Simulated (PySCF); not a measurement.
# Rh⁺: ionisation energy

Rh⁺ [Kr] 4d8 (3F) → Rh²⁺ [Kr] 4d7 (4F), as a difference of total energies. Computed with PySCF 2.14 in def2-SVP with the def2 core potential (28 electrons) (5s3p2d1f, 31 functions), with scalar relativity through the core potential. Correlated levels: valence: 4s2 4p6 frozen. The calculations carry no spin-orbit coupling.

```csv
method,ionisation energy (eV),difference from reference (eV)
UHF,16.266,-1.814
r2SCAN,18.197,+0.117
MN15,18.698,+0.618
MP2 (valence),17.260,-0.820
SCS-MP2 (valence),17.256,-0.824
```

Reference: 18.08 eV (semi-empirical (NIST evaluation); NIST Atomic Spectra Database, ionization energies).

The reference lies between the lowest fine-structure levels, while these numbers refer to the centres of the terms.

Errors of the correlated levels include the incompleteness of this basis and the frozen core.
